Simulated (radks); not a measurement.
Problem. Coulomb parameter of the 3d shell of neutral chromium in the model configuration [Ar] 3d4.5 4s1.5, as a second difference U = [E(n + 0.5) + E(n - 0.5) - 2 E(n)] / (0.5)^2 with all orbitals relaxed. "Bare": the charge of the atom changes with n. "Screened": the 4s shell takes up the change at fixed total charge, which measures U(3d,3d) + U(4s,4s) - 2 U(3d,4s). Method: scalar-relativistic Kohn-Sham, PBE, spin-unpolarised, spherical densities, finite nucleus; Fermi nuclear charge, rms radius 3.6452 fm; computed with a radial shooting solver on a logarithmic mesh with Libxc functionals. Estimate both.

Solution. U(bare) = 9.704 eV, U(screened by 4s) = 2.176 eV, against the Slater integral F0(3d,3d) = 18.445 eV with frozen orbitals. The step up makes a negative ion, whose loosely bound charge lowers the bare value.
